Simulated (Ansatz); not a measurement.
Basis sets compared for the cluster Hg₅⁺. Total charge 1; doublet. Geometry PBE0/def2-SVP. Ansatz on 4 threads of Arm Neoverse V2 on a shared host; times are rough, and most runs start from earlier orbitals.

```xyz
5

Hg   -1.0159   -1.6577    0.4546
Hg    1.7741   -1.3863   -1.1032
Hg    1.0126    1.6515   -0.4507
Hg   -1.9498    0.8320   -1.3388
Hg    0.1791    0.5604    2.4382
```

In the def2 sets Hg takes a core potential; there is no spin–orbit coupling. Another isomer (doublet) lies 0.27 eV lower at PBE0/def2-TZVP; other spin states weren't run for this one.

| level | functions | energy (Eh) | HOMO (eV) | LUMO (eV) | wall time |
| --- | --- | --- | --- | --- | --- |
| PBE/def2-SVP | 160 | -767.4852 | -9.58 | -9.38 | 4.3 s |
| PBE0/def2-SVP | 160 | -767.2779 | -10.12 | -8.73 | 7 s |

**Question.** Estimate the rows for PBE/def2-TZVP (with forces), PBE0/def2-TZVP.

**Answer.** 
| level | functions | energy (Eh) | HOMO (eV) | LUMO (eV) | wall time |
| --- | --- | --- | --- | --- | --- |
| PBE/def2-TZVP (with forces) | 215 | -767.5169 | -9.57 | -9.36 | 8 s |
| PBE0/def2-TZVP | 215 | -767.3085 | -10.09 | -8.69 | 12 s |
